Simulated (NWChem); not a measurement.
System: water (H$_{2}$O); SMILES O

Input file for NWChem:

```
start job
memory heap 200 mb stack 700 mb global 900 mb
geometry units angstroms noautosym nocenter noautoz
  O      0.000000     0.000000     0.133319
  H      0.754171     0.000000    -0.464992
  H     -0.754171     0.000000    -0.464992
end
basis spherical bse
  * library x2c-svpall-s
end
relativistic
  zora on
  zora:cutoff 1d-30
end
dft
  xc pbe0
  grid fine
  iterations 150
end
property
  shielding 2 1 2
end
task dft property
```

All runs use the structure optimised with PBE0/def2-SVP. No frequency run checked for a minimum.

GIAO values for the isolated, static molecule; σ is the absolute isotropic shielding.

Atoms are numbered as in the input.

### Question
Predict the main results of this run. (PBE0/x2c-SVPall-s, scalar ZORA without spin-orbit coupling, GIAO.) Quantities: σ O1 (ppm); σ H2 (ppm).

### Answer
```
Quantity    Value
----------  -----
σ O1 (ppm)  338.9
σ H2 (ppm)  31.18
```
